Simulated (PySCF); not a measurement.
Telling isomers of C6H8N2 apart by NMR

No solvent, one conformer, non-relativistic, rapidly exchanging positions averaged. GFN2-xTB geometry; NMR shieldings at PBE0/pcSseg-1/GIAO; PySCF 2.14.0 with density-fitted response routines.

δ = σ(ref) − σ, references computed at the same level: TMS for $^{1}$H, $^{13}$C. Where no couplings were computed, multiplicities follow the n + 1 count of equivalent neighbours, and m marks all less simple cases (inequivalent or close neighbours, rings, F or P nearby). Shifts are as computed. Against solution values, carbons near 30 ppm lie about +3 ppm off and those near 130 ppm about +5 ppm. Of 1211 compounds with measured shifts, 218 miss one by over three times the rms of a fit or turn the order of signals round; such compounds aren't used in these exercises.

(1) Tabulate the signals of `CCc1ncccn1`, `c1cn(C2CC2)cn1` and their relative energies.

(2) What is the quickest way to tell CCc1ncccn1 from c1cn(C2CC2)cn1?

## Answers

(1) 
| SMILES | carbon types | δC | δH | E rel. (kcal/mol) |
| --- | --- | --- | --- | --- |
| CCc1ncccn1 | 1×C 3×CH 1×CH2 1×CH3 | 180.4, 163.6, 123.2, 39.1, 18.7 | 8.96 (d, 2H), 7.09 (t, 1H), 3.10 (q, 2H), 1.38 (t, 3H) | 0.0 |
| c1cn(C2CC2)cn1 | 4×CH 2×CH2 | 140.9, 135.4, 123.8, 28.0, 9.1 | 7.41 (m, 1H), 7.18 (m, 1H), 6.93 (m, 1H), 3.33 (m, 1H), 0.93 (m, 2H), 0.91 (m, 2H) | 22.6 |

Energies are electronic energies at PBE0/pcSseg-1 on these geometries, without zero-point or thermal terms, each for the one conformer computed, which needn't be the lowest.

(2) Both give the same number of carbon signals, but DEPT or the intensities differ. The first has a substituted aromatic carbon next to a ring nitrogen (C) at 180.4 ppm, the second a three-membered-ring carbon (CH) at 28.0 ppm. Their most deshielded carbons lie at 180.4 and 140.9 ppm. In the proton spectra the most deshielded non-exchanging signals are 8.96 (d, 2H) and 7.41 (m, 1H).
